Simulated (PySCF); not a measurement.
## MC cations for M along the fifth-period p block

PBE0 with double-zeta basis sets in PySCF, for the lowest determinant that a PBE0 search found; no spin–orbit coupling. De refers to high-spin ground-configuration atoms (the charge goes to the atom of lower measured ionisation energy or higher electron affinity, which is not always the lowest computed limit). A positive dipole points towards C; it is taken about the centre of mass and depends on that origin.

| M | basis | charged atom | state (unpaired electrons) | Re (Å) | ωe (cm⁻¹) | De (eV) | μ (D) |
| --- | --- | --- | --- | --- | --- | --- | --- |
| In | cc-pVDZ-PP/cc-pVDZ | In+ | triplet (σ ↑, π ↑) | 2.884 | 156 | 0.35 | 0.77 |
| Sn | x2c-SVPall | Sn+ | quartet (σ ↑, π ↑↑) | 2.120 | 610 | 2.81 | -0.82 |
| I | aug-cc-pVDZ/aug-cc-pVDZ-PP | I+ | singlet (closed shell) | 1.915 | 848 | 4.89 | 0.11 |

The shortest bond is that of CI⁺ (1.915 Å), the longest that of InC⁺ (2.884 Å). CI⁺ is bound most strongly (4.89 eV) and InC⁺ least (0.35 eV).

The rows differ in basis set, which adds steps of its own.

The state changes along the series, so neighbouring rows are not always alike in their bonding.

Weak bonds: InC⁺. Basis-set superposition, not corrected here, can be much of De in a small basis, most of all at correlated wavefunction levels. Spin–orbit coupling is left out, which matters for elements this heavy, above all for dissociation energies. For an ion De counts to the pair picked by the measured ionisation energies or electron affinities, which need not be the lowest pair at this level. States were picked by a PBE0 search and need not be the measured ground states.
